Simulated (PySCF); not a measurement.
## State search for InSi

Unrestricted PBE0; In def2-SVPD with ECP28, Si def2-SVPD; scalar-relativistic core potentials (PySCF 2.14). Outer shells of the fragments: In 4d10 5s2 5p1; Si 3s2 3p2.

Followed along the bond (rough minima from three points):

```csv
2Ms+1,unpaired,⟨S²⟩ at the start,R at minimum (Å),Te (eV)
4,"σ ↑, π ↑↑",3.75,2.63,0.00
2,"σ ↓, π ↑↑",1.78,2.61,0.32
2,"σ ↑, π ↑↓",1.77,2.62,0.39
2,σ ↑,0.76,2.63,1.11
2,π ↑,0.77,2.45,1.20
```

Solutions found at the starting distance of 2.505 Å, counted from the lowest of them; the search is not exhaustive and high or unbound solutions are not listed, so other states can lie among these:

| 2Ms+1 | unpaired | term | E (eV) | ⟨S²⟩ | ⟨Lz²⟩ | μ (D) |
| --- | --- | --- | --- | --- | --- | --- |
| 4 | σ ↑, π ↑↑ | ⁴Σ⁻ | 0.00 | 3.75 | 0.00 | -1.75 |
| 2 | σ ↓, π ↑↑ | mixed | 0.31 | 1.78 | 0.00 | -1.79 |
| 2 | σ ↑, π ↑↓ | mixed | 0.38 | 1.77 | 2.02 | -1.68 |
| 2 | σ ↑ | mixed | 1.11 | 0.76 | 2.00 | -1.32 |
| 2 | π ↑ | ²Π | 1.16 | 0.77 | 1.01 | -2.57 |
| 2 | π ↑ | ²Π | 1.18 | 0.75 | 1.01 | 0.05 |
| 4 | π ↑↑↑ | ⁴Π | 2.44 | 3.76 | 1.00 | -0.42 |
| 4 | σ ↑, π ↑↑ | mixed | 2.71 | 3.76 | 2.01 | 1.55 |
| 4 | π ↑↑, δ ↑ | ⁴Δ | 5.89 | 3.76 | 4.00 | -0.09 |

A term symbol is given only where ⟨S²⟩ and ⟨Lz²⟩ are close to those of a pure state; real π, δ and φ orbitals otherwise mix terms. A positive dipole means In(−)Si(+).

Spin–orbit coupling is left out.
